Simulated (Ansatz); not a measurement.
Reaction (formal exchange of groups at the Sn–N bond): `C[NH][SnH2][NH]C` + SiH₄ → `C[NH][SnH2][SiH3]` + CH₃NH₂

Program: Ansatz. Geometries: PBE0-D4/def2-TZVP. ΔE: electronic, gas phase. CCSD(T)/CBS is the MP2 limit (def2-TZVPP, def2-QZVPP) plus CCSD(T) − MP2 in def2-TZVPP, frozen cores. This one scheme is used for every species. DFT in def2-TZVPP. B3LYP here is the variant with VWN-RPA as its local correlation; programs differ in this. def2 core potentials past Kr. For Sn outer-core shells are correlated without core-valence functions, which leaves a few kJ/mol of doubt a bond. One conformer a species, not always the lowest.

`C[NH][SnH2][NH]C`:

```xyz
15

C    -0.839    1.002    1.786
N    -1.171    0.962    0.375
Sn    0.311    0.974   -0.994
N     1.232   -0.770   -0.570
C     0.515   -2.018   -0.750
H    -1.692    0.674    2.391
H    -0.529    1.990    2.158
H    -0.021    0.306    1.986
H    -1.953    1.560    0.152
H    -0.479    1.056   -2.514
H     1.512    2.181   -0.789
H     2.186   -0.830   -0.896
H     0.416   -2.345   -1.796
H    -0.493   -1.918   -0.341
H     1.005   -2.825   -0.196
```

SiH₄:

Cartesian coordinates in Å:
```
Si 0.000 0.000 0.000
H -0.549 -0.477 1.294
H -0.545 1.347 -0.302
H -0.386 -0.943 -1.079
H 1.480 0.073 0.087
```

`C[NH][SnH2][SiH3]`:

Cartesian coordinates in Å:
```
C 0.199 1.740 1.082
N 0.390 0.371 1.522
Sn 0.821 -1.033 0.113
Si -0.938 -1.106 -1.770
H 0.127 2.410 1.946
H 1.070 2.066 0.505
H -0.690 1.913 0.456
H -0.364 0.079 2.130
H 0.920 -2.515 0.958
H 2.352 -0.580 -0.500
H -1.073 0.238 -2.395
H -2.262 -1.503 -1.221
H -0.551 -2.080 -2.827
```

CH₃NH₂:

Cartesian coordinates in Å:
```
C 0.340 0.446 -0.089
N -0.341 -0.837 -0.088
H -0.069 1.198 0.603
H 0.313 0.870 -1.095
H 1.392 0.298 0.166
H -1.316 -0.723 -0.332
H -0.318 -1.252 0.835
```

| level | ΔE (eV) |
| --- | --- |
| PBE0-D4 | -0.39 |
| B3LYP-D4 | -0.28 |
| PBE0 | -0.41 |
| CCSD/def2-TZVPP | -0.23 |

**Question.** What does CCSD(T)/CBS give? (Estimate.)

**Answer.** Computed: -0.23 eV. The listed levels differ from it by -0.16, -0.05, -0.18, 0.00 eV.

Largest T1 diagnostic among the species: 0.013.

The D4 term adds +0.04 eV with B3LYP and +0.02 eV with PBE0; it sums over pairs of atoms, weighted by their polarisabilities, and B3LYP, whose exchange is more repulsive, gets the larger term.
